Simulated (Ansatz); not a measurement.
Basis-set extrapolation for Cl2H4O2Si2, SMILES `O[Si@@H](Cl)[Si@@H](O)Cl` (PBE0-D4/def2-TZVP geometry, frozen core, Ansatz). Multiplicity 1, RHF reference.

```csv
,def2-TZVPP,def2-QZVPP
HF,-1649.254818,-1649.305953
MP2 correlation,-1.089689,-1.188981
CCSD(T) correlation,-1.189663,not run
```

Energies in hartree. Use E(X) = E(∞) + A·exp(−7.88·√X) for Hartree–Fock and E(X) = E(∞) + B·X^(−2.97) for correlation, with X = 3 and 4, and add CCSD(T) minus MP2 of the smaller set to the MP2 limit.

Task: What is the CCSD(T) energy at the basis-set limit?

Result: HF limit: -1649.305953 + (-0.051135) × 0.13774 = -1649.31300. MP2 limit: -1.188981 + (-0.099292) × 0.74074 = -1.26253. Higher-order term: -1.189663 − (-1.089689) = -0.09997. Total: -1650.67550 hartree, 606.5 kJ/mol below CCSD(T)/def2-TZVPP.
